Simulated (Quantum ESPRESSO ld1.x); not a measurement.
All-electron atom: I3+ in [Kr] 4d10 5s2 5p2 (the NIST ground configuration). All-electron calculation, non-relativistic Kohn-Sham, LDA (Slater exchange, Perdew-Zunger correlation), spin-polarised, spherical densities, point nucleus; open shells are filled with parallel spins first; relativity is left out, which matters for an element this heavy. Program: ld1.x of Quantum ESPRESSO 7.5.

Unscreened Slater integrals over Kohn-Sham orbitals (cm^-1). They are taken over the spin-up orbitals.

F0(5p,5p): 93023
F2(5p,5p): 50771
F0(5p,5s): 98054
G1(5p,5s): 67086
F0(5p,4d): 115520
F2(5p,4d): 33076
G1(5p,4d): 10182
G3(5p,4d): 9661.9
F0(5p,4p): 117180
F2(5p,4p): 29277
G0(5p,4p): 5861.2
G2(5p,4p): 7554.6
F0(5s,5s): 104310
F0(5s,4d): 127440
G2(5s,4d): 14353
F0(5s,4p): 129590
G1(5s,4p): 9297.8
F0(4d,4d): 217220
F2(4d,4d): 109970
F4(4d,4d): 73000
F0(4d,4p): 229940
F2(4d,4p): 117310
G1(4d,4p): 149470
G3(4d,4p): 92774
F0(4p,4p): 245190
F2(4p,4p): 128700

Derived for the open shells (J is the average intra-shell exchange parameter used in DFT+U). 5p: J = F2/5 = 10150 cm^-1.
